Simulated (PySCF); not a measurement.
## Checking a proposed structure

A compound C6H11O2PSi gives the data below (simulated from a calculation) and was assigned the structure `COC1=C(C)C=C([SiH3])[P@H]1=O`.

$^{13}$C{$^{1}$H} NMR (computed): δ 166.6 (C), 160.8 (C), 146.9 (CH), 103.6 (C), 58.3 (CH3), 9.7 (CH3).

$^{1}$H NMR (500 MHz, computed): δ 7.47 (m, 1H), 6.79 (m, 1H), 4.25 (s, 3H), 4.13 (s, 3H), 2.34 (m, 3H).

PySCF 2.14.0 with density-fitted response routines calculation with GFN2-xTB geometry and NMR shieldings at PBE0/pcSseg-1/GIAO; one conformer, rapidly exchanging positions averaged, relativity neglected, isolated molecule.

Chemical shifts δ = σref − σ; $^{1}$H (σref 31.72) and $^{13}$C (σref 186.93) against TMS, all at this level.

(1) Compare with the shifts computed for the proposed structure, pairing carbons in order of shift.

(2) Which isomer fits?

## Answers

(1) Structure with atom numbers: `[CH3:1][O:2][C:3]1=[C:4]([CH3:5])[CH:6]=[C:7]([SiH3:8])[P@H:9]1=[O:10]`; H(Xn) means a hydrogen on atom n.

```
atom  computed for proposal  given list  difference
  C3                  171.0       166.6        +4.4
  C6                  164.0       160.8        +3.2
  C4                  126.6       146.9       -20.3
  C7                  121.3       103.6       +17.7
  C1                   62.9        58.3        +4.6
  C5                   13.8         9.7        +4.1
```

The rms difference is 11.5 ppm and the largest -20.3 ppm at C4 (β carbon of an enol-ether or enamine type C=C). The carbon types in order of shift don't match either: C, CH, C, C, CH3, CH3 for the proposal against C, C, CH, C, CH3, CH3 in the data. The proposal doesn't fit.

(2) SMILES C1([SiH3])=C[P@H](=O)C(C)=C1OC.

1. δC 166.6: alkene carbon bearing oxygen; an sp2 carbon further deshielded by the attached heteroatom.
2. δC 160.8: fully substituted alkene carbon; the olefinic region.
3. δC 146.9: alkene CH; as expected for a trigonal carbon in a double bond.
4. δC 103.6: β carbon of an enol-ether or enamine type C=C; the O or N lone pair pushes π density onto this β carbon and shields it.

This is the structure that produced the data.

Splittings by $^{31}$P in the carbon and heteronuclear signals aren't shown, as no couplings were computed. Shifts are as computed. Against solution values, carbons near 30 ppm lie about +3 ppm off and those near 130 ppm about +5 ppm. Of 1211 compounds with measured shifts, 218 miss one by over three times the rms of a fit or turn the order of signals round; such compounds aren't used in these exercises. Multiplicities follow the n + 1 count of equivalent neighbours, as no J values were calculated; m marks all less simple cases, F and P coupling included.
